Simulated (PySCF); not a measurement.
SMILES [Ge]([Cl])([CH2]CB(C)C)([Cl])[Cl] (C4H10BCl3Ge) at its GFN2-xTB optimised geometry (Å):

```
19

Ge    -1.4913     2.7221    -0.0002
Cl    -0.9201     3.8196     1.7510
Cl    -3.6378     2.7062    -0.0547
Cl    -0.8332     3.8801    -1.6803
C     -0.6613     0.8637    -0.0114
C      0.8599     0.9132     0.0000
B      1.6148    -0.4818     0.0000
C      3.1890    -0.4818     0.0000
C      0.8187    -1.8401     0.0037
H     -1.0477     0.3445     0.8638
H     -1.0348     0.3602    -0.9012
H      1.2044     1.4941    -0.8617
H      1.1917     1.4835     0.8739
H      3.5728    -1.0178     0.8673
H      3.5729    -1.0202    -0.8658
H      3.6378     0.5082    -0.0014
H      0.1762    -1.9108     0.8807
H      0.1509    -1.9056    -0.8544
H      1.4537    -2.7221    -0.0075
```

Level of theory: CAM-B3LYP/def2-SVP run with PySCF.

Map of the deformation density (molecule minus spherical neutral atoms) (e/bohr³) on the plane z = 1.0 Å:

```
|-------------------------------|
|-------------------------------|
|-------------------------------|
|-------------------------------|
|------------===----------------|
|-----------====----------------|
|-----------++==----------------|
|------=----+*+-----------------|
|-----==--::-=------------------|
|-----==--::::-:::::------------|
|---------:::::::::::-----------|
|----------:::::.:+*::----------|
|----------::-:..:#@=:----------|
|----------:-+*-..-=-::::-------|
|----------::#@-..:::::::::-----|
|-----------::-::::...:::::-----|
|-----------::::::.  .::==-:----|
|--------------::::. .:-#@-:----|
|--------------::--:.::-+=::----|
|--------------:=#=::::::::-----|
|--------------:=@+::::---------|
|--------------:-=-:::----------|
|---------------:::::-----------|
|-------------------------------|
|-------------------------------|
|-------------------------------|
|-------------------------------|
|-------------------------------|
|-------------------------------|
|-------------------------------|
|-------------------------------|
```
Scale: ten equal steps from -0.020 (start of ' ') to 0.034 (end of '@'), in the order ' .:-=+*#%@'; x runs from -6.00 to 6.00, y from -6.00 (bottom) to 6.00 (top).
